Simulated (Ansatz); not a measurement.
Geometry optimisation, RKS PBE0-D4/def2-SVP (Ansatz 0.2.0).

Input file:

```yaml
crystal:
  periodic: [false, false, false]
  atoms:
    - { symbol: Al, position_ang: [0.0, 0.0, 0.0] }
    - { symbol: F, position_ang: [0.0, 0.0, 1.69] }
    - { symbol: O, position_ang: [1.5415, 0.0, -0.89] }
    - { symbol: H, position_ang: [1.8414, -0.9519, -1.0449] }
    - { symbol: O, position_ang: [-1.5415, 0.0, -0.89] }
    - { symbol: H, position_ang: [-2.0512, -0.8467, -0.6815] }
basis:
  gaussian: { orbitals: def2-SVP }
hamiltonian:
  xc: pbe0
  dispersion: d4
relax:
  f_tol: 0.02
  max_steps: 40
```

Command:

```bash
$ ansatz run input.yaml --threads 1 --pin off --max-ram 2048MiB --backend cpu --events-out ev --progress --plain --runs-dir out
```

Problem. Where does it end, and by what steps?

Solution. The forces met the threshold. After 8 steps the energy has fallen by 0.617 eV; H4 moved furthest, 0.77 Å.

| step | energy less start (eV) | largest force component (eV/Å) | accepted |
| --- | --- | --- | --- |
| 0 | 0.0000 | 2.094 | yes |
| 1 | -0.2031 | 1.908 | yes |
| 2 | -0.2651 | 1.995 | yes |
| 3 | -0.4878 | 0.232 | yes |
| 4 | -0.5049 | 0.369 | yes |
| 5 | -0.5270 | 0.500 | yes |
| 6 | -0.5555 | 0.820 | yes |
| 7 | -0.6022 | 0.355 | yes |
| 8 | -0.6172 | 0.016 | yes |

```xyz
6
Properties=species:S:1:pos:R:3
Al -0.025 -0.281 -0.143
F 0.070 -0.143 1.510
O 1.373 -0.378 -1.081
H 2.264 -0.389 -0.730
O -1.525 -0.327 -0.913
H -2.367 -0.280 -0.459
```

Whether the end is a true minimum wasn't checked by a vibrational analysis.

Run time: 22 s on 1 thread of Arm Neoverse V1, with other jobs on the host, peak memory 0.12 GiB.
